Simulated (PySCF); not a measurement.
**Does the structure fit the spectrum?**

A compound C6H13FN2Si gives the data below (simulated from a calculation) and was assigned the structure `C=C(F)[Si@@H]1NC[C@@H]1N(C)C`.

13C{1H} NMR (computed): δ 143.9 (C), 100.7 (CH), 56.4 (CH2), 15.0 (CH3), -1.8 (CH3), -3.0 (CH3).

1H NMR (300 MHz, computed): δ 5.88 (m, 1H), 5.13 (m, 1H), 3.67 (m, 1H), 3.54 (m, 1H), 2.25 (s, 3H), 0.46 (d, 3H), 0.22 (d, 3H).

[PySCF 2.14.0 with density-fitted response routines: GFN2-xTB geometry; shielding tensors at PBE0/pcSseg-1 (GIAO); non-relativistic; averaged over atoms made equivalent by symmetry, fast rotation or ring inversion; one conformer; no solvent]

δ = σ(ref) − σ, references computed at the same level: 1H and 13C against TMS.

(1) Compare with the shifts computed for the proposed structure, pairing carbons in order of shift.

(2) Which isomer fits?

Results:

(1) Numbering as in the mapped SMILES `[CH2:1]=[C:2]([F:3])[Si@@H:4]1[NH:5][CH2:6][C@@H:7]1[N:8]([CH3:9])[CH3:10]`. Each H is labelled by its parent atom.

| atom | computed for proposal | given list | difference |
| --- | --- | --- | --- |
| C2 | 182.2 | 143.9 | +38.3 |
| C1 | 116.8 | 100.7 | +16.1 |
| C7 | 63.1 | 56.4 | +6.7 |
| C6 | 55.8 | 15.0 | +40.8 |
| C9 | 47.5 | -1.8 | +49.3 |
| C10 | 47.5 | -3.0 | +50.5 |

The rms difference is 37.5 ppm and the largest +50.5 ppm at C10 (methyl carbon bonded to N). The proposal also would give 5 carbon signals, not 6. The carbon types in order of shift don't match either: C, CH2, CH, CH2, CH3, CH3 for the proposal against C, CH, CH2, CH3, CH3, CH3 in the data. The proposal doesn't fit.

(2) `CC1=NN([SiH](C)C)C[C@H]1F`.

Carbon types of the structure: 1 × C, 1 × CH, 1 × CH2, 3 × CH3, leaving 1 H on heteroatoms. δC 143.9: C=N carbon. δC 100.7: sp3 CH bonded to F; the inductive effect lowers its shielding. δC -1.8, -3.0: methyl carbon bonded to Si; an electropositive neighbour leaves it electron-rich and shielded. δH 3.67, 3.54: hydrogen on an sp3 CH2 bonded to N; its carbon carries N, hence the downfield position.

The shifts were computed for this structure.

Splittings by 19F in the carbon and heteronuclear signals aren't shown, as no couplings were computed. Shifts are as computed. Against solution values, carbons near 30 ppm lie about +3 ppm off and those near 130 ppm about +5 ppm. Of 1211 compounds with measured shifts, 218 miss one by over three times the rms of a fit or turn the order of signals round; such compounds aren't used in these exercises. No couplings were computed; multiplicities are counted from neighbouring protons, with m where these are inequivalent, close in shift, in a saturated or five-membered ring or joined by F or P, and br s for small geminal =CH2 splittings.
